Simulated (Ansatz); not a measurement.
Coupled-cluster diagnostics for GeHCl₃, Ansatz.

Geometry of the singlet (PBE0-D4/def2-SVP):

Cartesian coordinates in Å:
```
Ge -0.089 0.091 0.070
H -1.032 1.048 0.795
Cl -0.936 -1.868 -0.024
Cl 1.786 -0.034 1.086
Cl 0.271 0.763 -1.926
```

Correlated methods freeze 24 core orbitals; core or outer-core shells of Ge are correlated, in sets that lack core-valence functions.

Problem. Estimate the CCSD(T) correlation energy, the shares of MP2 and (T), T1 and the reference's ⟨S²⟩ for: charge 0, singlet, own geometry in def2-TZVPP; and the rough time on 4 threads of Intel Xeon on a shared host.

Solution. 
| state | basis | correlation (eV) | MP2 share (%) | (T) share (%) | T1 | ⟨S²⟩ (pure) | wall time |
| --- | --- | --- | --- | --- | --- | --- | --- |
| charge 0, singlet, own geometry | def2-TZVPP | -24.247 | 90.9 | 4.1 | 0.009 | 0.00 (0.00) | 79 s |
Customary marks for T1 are 0.02 (closed shells), 0.045 (open shells) and about 0.05 (3d metals). T1 stays under 0.02 throughout.
